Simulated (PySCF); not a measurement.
Mo(O)(NMe)(SH)2 (CH5MoNOS2), SMILES C[N]=[Mo](=[O])([SH])[SH], multiplicity 1.

Coordinates come from a PBE0-D3(BJ)/def2-SVP optimisation. The multiplicity is an assumed one; other spin states were not compared. The def2 effective core potentials stand for the cores of Mo; spin–orbit coupling is left out. Other conformers were not sampled.

Two levels are set side by side: PBE/def2-TZVP (PySCF) and B3LYP/def2-TZVP (PySCF). Same geometry, gas phase. Differences are taken from unrounded values.

```json
[
 {"quantity": "orbital gap (eV)", "B3LYP": "4.57", "PBE": "3.21", "PBE minus B3LYP": "-1.36"},
 {"quantity": "highest occupied level (eV)", "B3LYP": "-7.18", "PBE": "-6.27", "PBE minus B3LYP": "0.91"},
 {"quantity": "lowest empty level (eV)", "B3LYP": "-2.61", "PBE": "-3.06", "PBE minus B3LYP": "-0.45"},
 {"quantity": "dipole moment (D)", "B3LYP": "1.24", "PBE": "1.22", "PBE minus B3LYP": "-0.02"},
 {"quantity": "mean polarisability (bohr³)", "B3LYP": "109.0", "PBE": "111.3", "PBE minus B3LYP": "2.3"}
]
```

PBE's occupied levels lie high since its potential decays too fast outside the molecule; exact exchange lowers them and widens the gap. Differences between two approximate levels are no errors against the true value.

Rough cost on one machine, each run with all the roots and properties that it gave: B3LYP against PBE within a factor of 2.
